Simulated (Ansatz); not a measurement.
A structure relaxed at r2SCAN-D4/def2-SVP in Ansatz, charge 1, singlet:

```xyz
9

Ag    0.210   -1.884    1.378
Ag    0.727   -0.151   -0.851
Ag   -1.051    2.058   -0.391
Ag   -0.710   -2.381   -1.265
Ag   -0.021    0.836    1.876
Ag   -1.959   -0.426    0.446
Ag   -1.486    0.053   -2.358
Ag    2.534   -0.269    1.130
Ag    1.756    2.164    0.034
```

Problem. Give its formula and point group.

Solution. Ag9⁺. Point group C2v (tolerance 0.1 Å).

Problem. Summarise the bond lengths by kind (pairs closer than 1.2 times the sum of covalent radii, bridged metal pairs left out).

Solution. 23 × Ag–Ag 2.68 to 3.00 Å.

In the def2 sets Ag takes a core potential; there is no spin–orbit coupling. The relaxation made no stability test and no search for a lower SCF solution. No other spin state of charge 1 was run. Another isomer (singlet) lies 0.18 eV lower at PBE0-D4/def2-TZVP; other spin states weren't run for this one.
